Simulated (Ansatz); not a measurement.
**Ligand exchange: C3H7I + ICl → C2H4I2 + CH3Cl**

Species: C3H7I (1-iodopropane) `CCCI`, singlet; ICl (iodine monochloride), singlet; C2H4I2 `ICCI`, singlet; CH3Cl (chloromethane) `CCl`, singlet. The partners trade CH3 for I: C–CH3 and Cl–I bonds give way to C–I and Cl–CH3.

Shapes, held fixed at every level: PBE0-D4/def2-TZVP. Flexible molecules stand in one conformer, not always the lowest. Programs: Ansatz 0.2.0. Electronic energies: no zero-point or thermal term.

```json
{"level": "HF/def2-TZVPP", "kind": "Hartree–Fock", "ΔE (kJ/mol)": "-9.9", "less CCSD(T)/def2-TZVPP": "+5.5"}
{"level": "PBE-D4/def2-TZVPP", "kind": "GGA", "ΔE (kJ/mol)": "-5.4", "less CCSD(T)/def2-TZVPP": "+10.0"}
{"level": "r2SCAN-D4/def2-TZVPP", "kind": "meta-GGA", "ΔE (kJ/mol)": "-9.5", "less CCSD(T)/def2-TZVPP": "+5.9"}
{"level": "B2PLYP/def2-TZVPP", "kind": "double hybrid", "ΔE (kJ/mol)": "-10.8", "less CCSD(T)/def2-TZVPP": "+4.6"}
{"level": "MP2/def2-TZVPP", "kind": "perturbation theory", "ΔE (kJ/mol)": "-25.0", "less CCSD(T)/def2-TZVPP": "-9.6"}
{"level": "CCSD/def2-TZVPP", "kind": "coupled cluster or CI", "ΔE (kJ/mol)": "-13.1", "less CCSD(T)/def2-TZVPP": "+2.3"}
{"level": "CCSD(T)/def2-TZVPP", "kind": "coupled cluster or CI", "ΔE (kJ/mol)": "-15.4", "less CCSD(T)/def2-TZVPP": "0.0"}
```

The highest level, CCSD(T)/def2-TZVPP, gives ΔE = -15.4 kJ/mol; the levels span -25.0 to -5.4. The column of differences is taken from that level and isn't an error. No measured value is set beside it here. For atoms past krypton def2 sets carry core potentials with scalar relativity. Correlated rows may include outer-core shells of I, which these sets cover unevenly.
